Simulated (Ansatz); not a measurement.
# Worked example: the enthalpy of formation of TlF (SMILES [F][Tl])

TlF has 2 atoms, charge 0, and is taken as a singlet. SMILES: `[F][Tl]`. The bond length is the measured one.

```xyz
2

F     0.0000    0.0000    0.0000
Tl    0.0000    0.0000    2.0844
```

Total energies at revPBE0-D3(BJ)/def2-SVP (core potential) (Ansatz 0.2.0); the atoms run unrestricted:

```
species    state  energy (Eh)
    TlF  singlet  -272.306183
      F  doublet   -99.598582
     Tl  doublet  -172.534451
```

Harmonic wavenumbers at wB97M-V/def2-TZVPD, in cm⁻¹: 466.

Measured heats of formation of the gaseous atoms at 298.15 K, in kJ/mol: F 79.4, Tl 182.2. Spin-orbit lowering of the atoms at 298 K (mean of the ground term's levels less their thermal mean, from spectra), in kJ/mol: F 1.29, Tl 62.15. Take 1 Eh = 2625.50 kJ/mol, 1 cm⁻¹ = 0.0119627 kJ/mol, RT = 2.479 kJ/mol.

Work out the heat of formation of the gas at 298 K.


1. Electronic atomisation energy: (-99.598582) + (-172.534451) − (-272.306183) = 0.173150 Eh = 454.6 kJ/mol.
2. Zero-point energy: half the sum of the wavenumbers, 233 cm⁻¹ = 2.8 kJ/mol.
3. Thermal vibrational enthalpy, Σ hcν̃/(exp(hcν̃/kT) − 1): 0.7 kJ/mol. Translation, rotation and pV of a linear molecule: 3.5 RT = 8.7 kJ/mol.
4. The 2 free atoms carry 5/2 RT each: 12.4 kJ/mol.
5. Spin-orbit coupling lowers the free atoms by 1.29 + 62.15 = 63.4 kJ/mol.
6. Atomisation enthalpy at 298 K: 454.6 − 63.4 − 2.8 − 0.7 − 8.7 + 12.4 = 391.4 kJ/mol.
7. Sum of the atoms' heats of formation: 261.6 kJ/mol. Heat of formation: 261.6 − 391.4 = -129.8 kJ/mol.

No measured value is set beside it here. Anharmonicity and any spin-orbit splitting of the molecule are left out.
